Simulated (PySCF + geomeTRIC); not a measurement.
Computed with TPSSh-D3(BJ)/def2-TZVP run with PySCF + geomeTRIC. fastk is a local helper that only speeds up exchange builds. No frequencies were computed at this level.

```python
import json, numpy as np
from pyscf import gto, dft
from fastk import lowrank_exchange
atoms = """
C      2.252007     0.084075     0.145219
C      1.019694     0.301875    -0.282642
C     -0.184787    -0.269065     0.334404
C     -1.354688    -0.647495    -0.537542
C     -1.456977     0.538956     0.361254
H      3.109017     0.521476    -0.336812
H      2.451959    -0.543402     0.998085
H      0.845412     0.937491    -1.141962
H      0.011522    -0.901609     1.191651
H     -1.907817    -1.539082    -0.285088
H     -1.265646    -0.476871    -1.599839
H     -1.438627     1.521425    -0.085891
H     -2.081065     0.472227     1.239162
"""
def scf(charge, spin, dm0=None):
    mol = gto.M(atom=atoms, basis='def2-tzvp', ecp={}, charge=charge, spin=spin, verbose=3, max_memory=5040)
    mf = dft.KS(mol, xc='tpssh').density_fit(auxbasis="def2-universal-jkfit")
    mf.disp = 'd3bj'
    mf.grids.level = 3
    mf.conv_tol = 1e-8
    mf.max_cycle = 60
    mf.kernel(dm0)
    if not mf.converged:
        mf = mf.newton().run(mf.mo_coeff, mf.mo_occ).undo_soscf()
    return mf
mf = scf(0, 0)
from pyscf.geomopt.geometric_solver import kernel as optimize
path = []
done, mol = optimize(mf, maxsteps=80, assert_convergence=False, callback=lambda env: path.append((env["energy"], bool(env["g_scanner"].converged))))
res = dict(converged=bool(done and path[-1][1]), energy=path[-1][0], path=[e for e, c in path], xyz=mol.atom_coords(unit="Angstrom").tolist(), nao=mol.nao)
json.dump(res, open("result.json", "w"))
```

Output:

```
converged SCF energy = -195.392493568727
Geometry optimization cycle 1
converged SCF energy = -195.392493567745
cycle 1: E = -195.392493568  dE = -195.392  norm(grad) = 0.0163703
Geometry optimization cycle 2
converged SCF energy = -195.392757757939
cycle 2: E = -195.392757758  dE = -0.00026419  norm(grad) = 0.00838084
Geometry optimization cycle 3
converged SCF energy = -195.392802074785
cycle 3: E = -195.392802075  dE = -4.43168e-05  norm(grad) = 0.00723896
Geometry optimization cycle 4
converged SCF energy = -195.392890181246
cycle 4: E = -195.392890181  dE = -8.81065e-05  norm(grad) = 0.00152396
Geometry optimization cycle 5
converged SCF energy = -195.392891871517
cycle 5: E = -195.392891872  dE = -1.69027e-06  norm(grad) = 0.00118368
Geometry optimization cycle 6
converged SCF energy = -195.392896057837
cycle 6: E = -195.392896058  dE = -4.18632e-06  norm(grad) = 0.000358986
Geometry optimization cycle 7
converged SCF energy = -195.392896324033
cycle 7: E = -195.392896324  dE = -2.66196e-07  norm(grad) = 0.000138403
<class 'geometric.internal.Distance'> : 13
<class 'geometric.internal.Angle'> : 22
<class 'geometric.internal.OutOfPlane'> : 2
<class 'geometric.internal.Dihedral'> : 34
<class 'geometric.internal.TranslationX'> : 1
<class 'geometric.internal.TranslationY'> : 1
<class 'geometric.internal.TranslationZ'> : 1
<class 'geometric.internal.RotationA'> : 1
<class 'geometric.internal.RotationB'> : 1
<class 'geometric.internal.RotationC'> : 1
Step    0 : Gradient = 4.540e-03/8.250e-03 (rms/max) Energy = -195.3924935677
Step    1 : Displace = 2.974e-02/6.018e-02 (rms/max) Trust = 1.000e-01 (=) Grad = 2.324e-03/6.100e-03 (rms/max) E (change) = -195.3927577579 (-2.642e-04) Quality = 0.630
Step    2 : Displace = 2.495e-02/4.929e-02 (rms/max) Trust = 1.000e-01 (=) Grad = 2.008e-03/4.247e-03 (rms/max) E (change) = -195.3928020748 (-4.432e-05) Quality = 0.230
Step    3 : Displace = 7.308e-03/1.488e-02 (rms/max) Trust = 1.248e-02 (-) Grad = 4.227e-04/9.232e-04 (rms/max) E (change) = -195.3928901812 (-8.811e-05) Quality = 0.929
Step    4 : Displace = 5.197e-03/1.212e-02 (rms/max) Trust = 1.764e-02 (+) Grad = 3.283e-04/6.665e-04 (rms/max) E (change) = -195.3928918715 (-1.690e-06) Quality = 0.201
Step    5 : Displace = 2.427e-03/5.530e-03 (rms/max) Trust = 2.598e-03 (-) Grad = 9.956e-05/2.742e-04 (rms/max) E (change) = -195.3928960578 (-4.186e-06) Quality = 1.194
Step    6 : Displace = 3.011e-04/4.875e-04 (rms/max) Trust = 3.675e-03 (+) Grad = 3.839e-05/1.049e-04 (rms/max) E (change) = -195.3928963240 (-2.662e-07) Quality = 1.710
Converged! =D
```

Cost: very roughly 2.6 core-minutes.
